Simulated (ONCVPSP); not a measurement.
Se: ONCV pseudisation with PBE, fully relativistic reference atom.

* Element: Se
* Generator: ONCVPSP 4.0.1
* Type: optimised norm-conserving Vanderbilt (ONCV)
* Functional: PBE
* Relativity: fully relativistic
* Frozen core: [Ne] 3s2
* Valence charge: 22
* Reference configuration: 3p6 3d10 4s2 4p4
* Partial waves: 4s: rc 1.65 bohr, ncon 3, nbas 6, qcut 4.6 1/bohr, 1 projector; 3p+4p: rc 1.10 bohr, ncon 5, nbas 9, qcut 15.8 1/bohr, 2 projectors; 3d: rc 1.05 bohr, ncon 3, nbas 8, qcut 14.4 1/bohr, 3 projectors, debl 2.4 Ha
* Local potential: polynomial inside 0.75 bohr (lpopt 5, dvloc0 0 Ha)
* Core correction: none

Open shells are filled in proportion to 2j + 1.

(1) Estimate the cutoffs (Ha) at which the residual kinetic energy of the hardest occupied pseudo-wave falls to 1 and 0.1 mHa per electron.

(2) Does the potential have ghost states?

(3) Which valence shell sets the plane-wave cutoff?

(4) Tests: 3p6 3d10 4s2 4p3; 3p6 3d10 4s2 4p2; 3p6 3d10 4s2 4p1; 3p6 3d9 4s2 4p4. Which has the largest error in its energy relative to the reference configuration, and how large is it?

## Answers

(1) 87 Ha and 96 Ha.

(2) Ghosts flagged at negative energy: s at -255.1 eV; no localised positive-energy state flagged. A true bound ghost makes a file unfit for plane-wave use.

(3) 3d: 87 Ha for 1 mHa per electron, against 72 Ha for 3p.

(4) 3p6 3d9 4s2 4p4, with +278 meV (all-electron minus pseudo) on +64.08 eV.
